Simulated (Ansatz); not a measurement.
Process, species as SMILES: CC(N)=O + 2 C (CH4) -> C=O (CH2O) [formaldehyde] + CC (C2H6) + CN (CH5N) [methanamine]
Structures are relaxed separately at B3LYP-D3(BJ)/def2-TZVP in Ansatz (an electronic-structure program), one conformer each, not searched for the lowest.
Geometry of the first species:
```
C
O 1 1.2153
N 1 1.3630 2 122.17
H 3 1.0030 1 122.47 2 -179.98
H 3 1.0062 4 119.16 1 -179.92
C 1 1.5156 2 122.10 3 -179.97
H 6 1.0899 1 108.49 2 -57.78
H 6 1.0899 7 109.20 1 124.50
H 6 1.0900 7 107.54 8 118.34
```
Charge 0, spin multiplicity 1.

Wanted: bond separation energy (electronic energy difference), in kcal/mol. Valence correlation only, unless marked. No spin-orbit coupling. Non-relativistic. CBS(X,Y): correlation extrapolated as X^-3; Hartree-Fock from the larger set. [CCSD(T)-MP2]/basis is that difference in the basis named.

RI-MP2/CBS(cc-pVTZ,cc-pVQZ)+[CCSD(T)-MP2]/cc-pVTZ (Ansatz) gives 39.1 kcal/mol.

Q: Another calculation gave 43.6 kcal/mol. Which level was it?
A. BHLYP/def2-TZVPD (Ansatz)
B. SVWN5/def2-TZVPD (Ansatz)
C. r2SCAN0/def2-TZVPD (Ansatz)

A: C, r2SCAN0/def2-TZVPD (Ansatz). The others give 40.3 (BHLYP), 47.2 (SVWN5) kcal/mol.
